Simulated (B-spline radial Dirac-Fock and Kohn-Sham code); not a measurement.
The computed values come from an atomic code on a B-spline grid: Dirac-Fock (average of configuration) total-energy differences with a finite nucleus, the Breit interaction including its frequency dependence, and self-energy and vacuum-polarisation corrections. Free neutral atoms.

Task: Order these X-ray lines by photon energy, lowest first.
A. Ce Kβ3
B. W Kβ2''
C. Ir Kβ3
D. I Kβ3
E. Nd Kβ3
F. Gd Kβ3

Result: D (32233.7 eV), A (39164.7 eV), E (42162.7 eV), F (48544.4 eV), B (69022.6 eV), C (73194.2 eV).
